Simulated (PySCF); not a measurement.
**Static response to an electric field**

Species: Ge(NH2)2Me2, C2H10GeN2.
Structure used (PBE0-D3(BJ)/def2-SVP), in Å, numbered top down from 1:
```
atom  x, y, z in Å
Ge1    0.1693   -0.0097    0.1199
N2     0.3202    0.1494    1.9431
H3    -0.5338    0.4146    2.4257
H4     0.7162   -0.6652    2.4046
N5     1.9097   -0.2150   -0.4293
H6     2.0276   -0.4640   -1.4074
H7     2.5126    0.5757   -0.2182
C8    -0.7295    1.6165   -0.4842
H9    -0.7550    1.6600   -1.5834
H10   -0.2044    2.5068   -0.1080
H11   -1.7680    1.6482   -0.1189
C12   -0.7824   -1.5886   -0.5273
H13   -1.8238   -1.5878   -0.1720
H14   -0.2918   -2.5070   -0.1724
H15   -0.7997   -1.6100   -1.6283
```

Level: PBE0/def2-SVPD (PySCF), static field, nuclei fixed, core orbitals frozen in the response. The polarisability tensor in these axes (au):

```
x   72.02 -0.59  1.68
y   -0.59 75.62  0.98
z    1.68  0.98 70.74
```

**Question.** Give the principal values, the mean and the anisotropy Δα = √{½[(α1 − α2)² + (α2 − α3)² + (α1 − α3)²]}.

**Answer.** Principal values 69.37, 73.18 and 75.83 au; mean 72.79 au = 10.79 Å³ = 12.00 × 10⁻⁴⁰ C²·m²/J; Δα = 5.62 au (8 % of the mean).

**Question.** What is the dipole moment, and where does it point?

**Answer.** (-1.02, 0.02, -0.68) D, 1.23 D in size, pointing from the negative to the positive side. Measured along this direction, the outermost atoms are H7 and H4 at the negative end and H13, H11, H15 and H9 at the positive end.

**Question.** Form Σ f/ω² (atomic units) for the 15 lowest TDDFT singlets, given as eV and f, and set it beside the mean polarisability, which is this sum over all singlets: 6.13, 0.0554; 6.13, 0.0672; 7.14, 0.0026; 7.17, 0.0019; 7.49, 0.0106; 7.50, 0.0025; 7.62, 0.0173; 7.63, 0.0307; 7.90, 0.0061; 8.12, 0.0053; 8.14, 0.0209; 8.33, 0.0008; 8.39, 0.0233; 8.67, 0.0773; 8.70, 0.0982.

**Answer.** They add up to 5.60 au, 7.7 % of the 72.79 au; the largest single term is 1.32 au, from the state at 6.13 eV. Terms in order: 1.09, 1.32, 0.04, 0.03, 0.14, 0.03, 0.22, 0.39, 0.07, 0.06, 0.23, 0.01, 0.25, 0.76, 0.96 au. Higher excitations give the rest. The strengths listed sum to 0.420.

**Question.** Along which axes do the principal values lie, and how far do the nuclei extend along each?

**Answer.** Largest value along (-0.08, 0.98, 0.16), where the nuclei span 4.93 Å; middle along (0.83, -0.03, 0.56), 3.53 Å; least along (-0.56, -0.18, 0.81), 4.38 Å. The strongest response lies along the longest span, while the other two are in reverse order.

**Question.** How large is μ²/3kT at 500 K beside α?

**Answer.** In Gaussian units μ²/3kT = 7.30 Å³ against 10.79 Å³, a ratio of 0.68; the Debye molar polarisation (4π/3)N_A(α + μ²/3kT) is 45.6 cm³/mol, leaving out the vibrational part.

**Question.** Rayleigh depolarisation ratio (linearly polarised light, static tensor)?

**Answer.** ρ = 3Δα²/(45ᾱ² + 4Δα²) = 94.8/(238444 + 126.5) ≈ 0.000398.

Isolated species at its PBE0-D3(BJ)/def2-SVP geometry (one conformer only). The calculation is non-relativistic, for germanium too.
